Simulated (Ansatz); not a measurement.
CH$_{5}$GaN, doublet, at a GFN2-xTB geometry (such geometries of metal compounds can be far from the true shape) (the spin is typed, not shown lowest), atoms displaced at random by about 0.02 Å a coordinate. Base run: HF/6-31G** (Ansatz, a quantum-chemistry and plane-wave program).

Input for Ansatz:
Ansatz 0.2 input:
```yaml
crystal:
  periodic: [false, false, false]
  atoms:
    - {symbol: Ga, position_ang: [0.24746987, 0.22607083, 0.33511057]}
    - {symbol: C, position_ang: [-0.65564251, 1.13633748, -1.37595080]}
    - {symbol: H, position_ang: [-1.64835974, 0.94619548, -1.38433552]}
    - {symbol: H, position_ang: [-0.20864041, 0.70594534, -2.28834821]}
    - {symbol: H, position_ang: [-0.46736864, 2.20159031, -1.36317792]}
    - {symbol: N, position_ang: [-0.06804166, -1.68091954, 0.27399901]}
    - {symbol: H, position_ang: [-0.99860282, -2.09345478, 0.12531271]}
    - {symbol: H, position_ang: [0.44367424, -2.37538192, 0.88496313]}
basis:
  gaussian:
    orbitals: 6-31G__.json
hamiltonian:
  xc: hf
magnetization: {spin_polarized: true, initial_magnetization: 1}
relax: {}
```
The basis file holds 6-31G** in the JSON format of the Basis Set Exchange.

The base run was repeated with changes; each row names its change, and settings that it needs were set with it.

| change | ΔE vs base (kJ/mol) | optimiser steps | core-seconds (rough) |
|---|---|---|---|
| base | 0.00 | 24 | 50 |
| relax = f_tol: 0.0005 | 0.00 | 29 | 90 |
| relax = f_tol: 0.05 | 0.17 | 7 | 30 |
| relax = max_displacement: 0.5 | 0.00 | 24 | 50 |
| relax = max_displacement: 0.02 | 0.00 | 46 | 100 |
| relax = f_tol: 0.1 | 0.20 | 7 | 10 |
| relax = escape_saddle: false | 0.00 | 24 | 80 |
